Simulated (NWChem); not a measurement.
CH4ClFSi; SMILES F[Si@@H](Cl)C

Program: NWChem. Geometry: optimised at PBE-D3(BJ)/def2-SVP. Level: M06-2X/def2-SVP with SMD (1 M gas to 1 M solution), gas-phase geometry. Reactions with the solvent are ignored.

**Question.** Among these, which solvent gives the highest value of “cavity-dispersion-structure term (kcal/mol)”?
(A) cyclohexanone
(B) water
(C) anisole
(D) acetonitrile

**Answer.** B, water. Values: anisole -0.4; acetonitrile -0.2; cyclohexanone 0.1; water 3.1
